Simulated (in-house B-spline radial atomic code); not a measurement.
## Removing one electron from He

Closed shell 1s2. Computed with a B-spline radial code for spherical atoms: Koopmans values of Dirac-Hartree-Fock plus a diagonal self-energy, in second order or with its direct term screened (direct RPA, with the hole-particle interaction, or full time-dependent Hartree-Fock), linearised in energy; no-pair Dirac-Coulomb Hamiltonian, finite nucleus. Shifts add to the Koopmans value (the ΔSCF shift is orbital relaxation alone); the final value takes TDHF screening with Breit and QED.

Command:
```bash
python run_mb.py task.json out
```
Settings (nuclear radius in fm, box in bohr, cutoff in hartree):
```
basis_form          2
Z                   2
core_configuration  1s2
rms_radius          1.6755
mass_number         4
speed_of_light      137.036
box_radius          30.116
lmax                7
intervals           70
virtual_cutoff      600.0
```

Cost of the run: 0.9 s on 1 thread of Arm Neoverse V1, with other jobs on the host.

Energies in eV:

```
subshell  Koopmans  ΔSCF shift  second order  direct RPA  hole-particle  TDHF  Breit + QED  final
   1s1/2    24.980      -1.532             ?           ?              ?     ?            ?      ?
```

Question: What does the self-energy do to 1s1/2?

Answer: It shifts the removal energy by -0.346 eV in second order, 0.128 with direct RPA, -0.483 with the hole-particle term and -0.638 with TDHF screening (quasi-particle weight 0.938); Breit and QED add -0.002 eV. The final value is 24.340 eV, against 24.587 eV (NIST, measured). Recoil and two-electron QED terms are left out.
